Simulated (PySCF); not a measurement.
One of the candidates below gave these computed data.

All candidates are CH9NOSi2.

- Polarisability: 75.9 au [wB97X-D/def2-SVPD]
- UV, first state: lowest singlet excitation: 6.94 eV (179 nm, f = 0.069) [TDDFT wB97X-D/def2-SVPD]
- Rotational structure: rotational constants A, B, C: 5.113, 1.796, 1.509 GHz [PBE0-D3(BJ)/def2-SVP]
- UV, strongest line: among the 10 lowest singlet transitions: S8 at 8.69 eV (143 nm, f = 0.114) [TDDFT wB97X-D/def2-SVPD]
- Triplet: lowest triplet excitation (Tamm–Dancoff): 6.67 eV [TDA wB97X-D/def2-SVPD]
- Valence photoelectron: vertical ionisation energy: 10.00 eV [ΔSCF wB97X-D/def2-SVPD]
- XPS: Si2p3/2 107.1, Si2p3/2 107.3, C1s 290.2, N1s 404.7, O1s 537.4, Si1s 1847.2, Si1s 1847.2 eV [ΔSCF SCAN, pcX-2 on the ionised atom, pcseg-1 elsewhere, spin-free X2C, 2p3/2 from a spin–orbit splitting computed afterwards within the 2p shell]
- Dipole: 1.48 D [wB97X-D/def2-SVPD]

Gas-phase values; electronic properties from PySCF, density fitting. Levels stand in brackets. Isolated species at its PBE0-D3(BJ)/def2-SVP geometry (one conformer only).

Question: Which candidate is it?
A. `C[Si@H](N)O[SiH3]`
B. `CO[Si@H](N)[SiH3]`
C. `CN[SiH2]O[SiH3]`
D. `CO[SiH2]N[SiH3]`

Answer: A. It is `C[Si@H](N)O[SiH3]`. Numbering: `[CH3:1][Si@H:2]([NH2:3])[O:4][SiH3:5]`. Its formula, CH9NOSi2, gives 0 degrees of unsaturation, so no ring and no π bond. The core levels belong to: Si2p3/2 107.1 eV, oxygen-bound silicon [Si2]; Si2p3/2 107.3 eV, oxygen-bound silicon [Si5]; C1s 290.2 eV, Si-methyl carbon [C1]; N1s 404.7 eV, silicon-bound nitrogen [N3]; O1s 537.4 eV, siloxane oxygen [O4]; Si1s 1847.2 eV, oxygen-bound silicon [Si2]; Si1s 1847.2 eV, oxygen-bound silicon [Si5]. The first electron is taken from the HOMO, whose largest Löwdin shares are 0.66 on the silicon-bound nitrogen, 0.11 on the siloxane oxygen, 0.07 on an N–H hydrogen and 0.06 on an N–H hydrogen. The optimised geometry has point group C1 and is an asymmetric top.

The others, at the same levels:
- `CN[SiH2]O[SiH3]` fails: its computed core binding energies are Si2p3/2 107.3, Si2p3/2 107.4, C1s 291.8, N1s 404.6, O1s 537.5, Si1s 1847.3, Si1s 1847.3 eV, lowest singlet excitation is 6.46 eV (192 nm, f = 0.012) (against 6.94 eV) and vertical ionisation energy is 9.28 eV (against 10.00 eV).
- `CO[SiH2]N[SiH3]` fails: its computed core binding energies are Si2p3/2 107.1, Si2p3/2 107.3, C1s 292.4, N1s 404.3, O1s 537.9, Si1s 1846.9, Si1s 1847.3 eV, lowest singlet excitation is 6.78 eV (183 nm, f = 0.009) (against 6.94 eV) and strongest line among the 10 lowest singlet transitions is S8 at 8.44 eV (147 nm, f = 0.081) (against S8 at 8.69 eV).
- `CO[Si@H](N)[SiH3]` fails: its computed core binding energies are Si2p3/2 106.3, Si2p3/2 106.9, C1s 292.2, N1s 404.7, O1s 537.6, Si1s 1846.0, Si1s 1846.8 eV, lowest singlet excitation is 6.63 eV (187 nm, f = 0.036) (against 6.94 eV) and vertical ionisation energy is 9.65 eV (against 10.00 eV).

Each candidate is one conformer, not necessarily the lowest. Dipoles, sizes and rotational constants follow the conformer. The torsions of the flexible species, by atom-mapped SMILES:
- `[CH3:1][Si@H:2]([NH2:3])[O:4][SiH3:5]`: C1–Si2–O4–Si5 124°, H–N3–Si2–C1 -42°, H–N3–Si2–C1 162°
- `[CH3:1][NH:2][SiH2:3][O:4][SiH3:5]`: C1–N2–Si3–O4 -80°, N2–Si3–O4–Si5 47°
- `[CH3:1][O:2][SiH2:3][NH:4][SiH3:5]`: C1–O2–Si3–N4 179°, O2–Si3–N4–Si5 84°
- `[CH3:1][O:2][Si@H:3]([NH2:4])[SiH3:5]`: C1–O2–Si3–N4 -61°, H–N4–Si3–O2 89°, H–N4–Si3–O2 -67°
